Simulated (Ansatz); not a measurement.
C3H12OSiSn⁻, that is SnH3(OSiMe3) with one electron more. The state is a doublet with charge -1. Geometry PBE0-D4/def2-SVP, that of the neutral singlet; atoms count from 1.

Cartesian coordinates in Å:
```
Sn -1.546 -2.438 -0.132
H -0.995 -3.520 1.074
H -3.246 -2.454 -0.299
H -0.743 -2.694 -1.628
O -1.106 -0.612 0.495
Si 0.113 0.471 0.161
C 1.785 -0.383 0.293
C -0.014 1.851 1.421
C -0.099 1.154 -1.577
H 2.611 0.323 0.111
H 1.881 -1.197 -0.444
H 1.929 -0.816 1.296
H 0.105 1.459 2.443
H 0.760 2.618 1.257
H -0.998 2.342 1.362
H -0.027 0.356 -2.334
H -1.083 1.637 -1.689
H 0.674 1.904 -1.812
```

In the def2 sets Sn takes a core potential; there is no spin–orbit coupling. The highest occupied level of the charge -1 doublet lies above zero (up to 1.66 eV). By energy differences it is unbound by 0.52 eV (vertical, to the charge 0 singlet, at PBE0-D4/def2-TZVPD) and held by the finite basis.

Q: Estimate the Mulliken populations from the PBE0/def2-TZVPD orbitals of Ansatz.

A: 
```
atom  charge (e)  spin (α − β)
 Sn1        0.68         -0.20
  H2       -0.11          0.07
  H3       -0.08          0.04
  H4       -0.09          0.03
  O5        0.00         -0.51
 Si6       -1.61          1.71
  C7       -0.45         -0.13
  C8       -0.36         -0.16
  C9       -0.34         -0.21
 H10        0.22          0.00
 H11        0.18          0.02
 H12        0.11          0.05
 H13        0.04          0.13
 H14        0.23         -0.01
 H15        0.08          0.09
 H16        0.17          0.02
 H17        0.12          0.04
 H18        0.21          0.01
```
Mulliken values and Mayer orders depend strongly on the basis. With diffuse functions, as here, like atoms can get unlike values, and bond orders can come out too low or too high.

Q: Where does the spin sit?

A: Summed by element: Sn -0.20, H 0.50, O -0.51, Si 1.71, C -0.50, of 1 unpaired in all. Largest on single atoms: Si6 1.71, O5 -0.51, C9 -0.21.

Q: And the Mayer bond orders between bonded heavy atoms (over 0.3)?

A: Sn1–O5 0.82 (1.98 Å); Si6–C7 0.36 (1.88 Å); Si6–C8 0.34 (1.87 Å). Values over 0.3 also appear between atoms too far apart for a bond (O5–C8 0.34 at 2.85 Å; O5–C9 0.36 at 2.90 Å); they arise where an orbital or an unpaired electron spreads over both atoms.
